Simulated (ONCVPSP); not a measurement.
# u(r) = r·R(r): atom against pseudo-atom (W)

Columns: radius, all-electron u(r) and pseudo u(r) of the 5s shell (level -79.71 eV) of tungsten in the configuration [Kr] 4d10 4f14 5s2 5p6 5d4 6s1.75 6p0.25; LDA (Perdew-Zunger), scalar-relativistic, ONCV scheme, ONCVPSP 4.0.1.

| r (bohr) | all-electron | pseudo |
| --- | --- | --- |
| 0.108 | 0.2266 | 0.1762 |
| 0.215 | 0.0931 | 0.3469 |
| 0.322 | -0.5760 | 0.5082 |
| 0.430 | -0.4830 | 0.6548 |
| 0.538 | 0.0348 | 0.7799 |
| 0.645 | 0.5544 | 0.8791 |
| 0.752 | 0.9163 | 0.9497 |
| 0.860 | 1.1049 | 0.9878 |
| 0.968 | 1.1531 | 0.9909 |
| 1.075 | 1.1093 | 0.9620 |
| 1.182 | 1.0133 | 0.9070 |
| 1.290 | 0.8921 | 0.8304 |
| 1.398 | 0.7653 | 0.7376 |
| 1.505 | 0.6452 | 0.6362 |
| 1.612 | 0.5361 | 0.5343 |
| 1.720 | 0.4397 | 0.4395 |
| 1.828 | 0.3573 | 0.3573 |
| 1.935 | 0.2889 | 0.2889 |
| 2.042 | 0.2323 | 0.2322 |
| 2.150 | 0.1854 | 0.1854 |
| 2.258 | 0.1475 | 0.1474 |
| 2.365 | 0.1171 | 0.1171 |
| 2.472 | 0.0928 | 0.0927 |
| 2.580 | 0.0731 | 0.0731 |
| 2.688 | 0.0575 | 0.0575 |
| 2.795 | 0.0453 | 0.0453 |

How many radial nodes do the two functions have?

The all-electron 5s function has n − l − 1 = 4 (the table is too coarse to show those close to the nucleus); the pseudo-wave has 0, since the states of the same l below it are removed with the core.

At about which radius was the pseudo-wave matched?

1.90 bohr. The columns agree to 0.0005 from 1.72 bohr on; several derivatives are matched, so the curves merge somewhat inside the radius.

Where does each function peak?

Outermost all-electron maximum near 0.97 bohr, pseudo maximum near 0.97 bohr (to the table’s step).

Is the pseudo-wave norm-conserving?

Yes: the ONCV scheme keeps the norm inside the radius equal to the all-electron one, which fixes the energy derivative of the logarithmic derivative at the level.
